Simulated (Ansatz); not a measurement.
A run for Ansatz (a program for electronic structure): U-CCSD(T)/aug-cc-pV5Z on H, 2S+1 = 2.

Ansatz 0.2 input:
```yaml
crystal:
  periodic: [false, false, false]
  atoms:
    - {symbol: H, position_ang: [0.00000000, 0.00000000, 0.00000000]}
basis:
  gaussian:
    orbitals: aug-cc-pV5Z
magnetization: {spin_polarized: true, initial_magnetization: 1}
correlation: {method: ccsd_t, electrons: outside_noble_gas}
scf: {lower_state_search: full}
```

Program output:

```
Functional definition: HF
[...]
integrals: 0.09 GiB planned
513 factors; integrals over basis functions are off by at most 1.0e-4 eV
mean field: 0.10 GiB planned
mean field evaluation 1: about -13.5457 eV, gradient 1.8e0 eV
mean field evaluation 2: about -13.5457 eV, gradient 1.8e0 eV
mean field evaluation 4: about -13.6056 eV, gradient 8.0e-3 eV
mean field evaluation 8: about -13.5457 eV, gradient 1.8e0 eV
mean field evaluation 16: about -13.6056 eV, gradient 8.0e-3 eV
mean field -13.60555120 eV, -0.4999947846 hartree, gradient 1.6e-6 eV, S^2 0.750000; 2 other end points of the search recorded, 0 dependent functions left out
reference -13.60555120 eV, -0.4999947846 hartree; 1, 0 occupied and 79, 80 virtual orbitals, 513 factors
second order 0.00000000 eV of doubles, -0.00000000 eV of singles
coupled cluster: 0.28 GiB planned
cycle   1  -0.00000000 eV  change  -5.8e-15 eV  update   8.4e-9
perturbative correction 0.00000000 eV, 0.0000000000 hartree
Total energy: -13.60555120 eV, -0.4999947846 hartree
```

The calculation finished and met its thresholds.

Cost: around 2.2 core-seconds (rough).
